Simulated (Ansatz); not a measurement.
`CC[SiH](Cl)Cl` + H₂O → `O[SiH](Cl)Cl` + `CC`  (formal hydrolysis of the Si–C bond)

Isolated molecules relaxed with PBE0-D4/def2-TZVP in Ansatz; ΔE leaves out vibrations. CCSD(T)/CBS adds triple-zeta CCSD(T) − MP2 to the extrapolated MP2 energy (def2 sets, frozen cores). This one scheme is used for every species. Functionals use def2-TZVPP. B3LYP here is the variant with VWN-RPA as its local correlation; programs differ in this. Each species was taken in one conformer, which may not be the lowest.

```csv
level,ΔE (kcal/mol),difference from CCSD(T)/CBS
LDA (SPW92),-23.8,0.3
r2SCAN-D4,-25.8,-1.7
B97M-V,-26.5,-2.4
B3LYP-D4,-25.6,-1.5
BHLYP-D4,-26.6,-2.5
CAM-B3LYP-D4,-26.6,-2.5
B2PLYP,-26.9,-2.8
BLYP,-27.6,-3.5
r2SCAN0,-26.2,-2.1
CAM-B3LYP,-28.0,-3.9
HF/def2-SVP,-27.8,-3.7
CCSD/def2-SVP,-25.0,-0.9
MP2/def2-TZVPP,-24.7,-0.6
SCS-MP2/def2-TZVPP,-25.8,-1.7
SCS-MP2/def2-QZVPP,-25.5,-1.4
MP2/CBS(def2),-24.0,0.1
CCSD(T)/CBS,-24.1,0
```

Largest T1 diagnostic among the species: 0.010.

From BLYP to BHLYP (50 % exact exchange), in def2-TZVPP and without D4, ΔE moves by −0.9 kcal/mol. The D4 term adds +2.1 kcal/mol with B3LYP and +1.3 kcal/mol with PBE0; it sums over pairs of atoms, weighted by their polarisabilities, and B3LYP, whose exchange is more repulsive, gets the larger term. Leaving LDA and LC-ωPBE aside and taking each functional with its dispersion term where it has one, the values, not all of them listed here, spread over 4.5 kcal/mol, from B2PLYP to revPBE-D4.
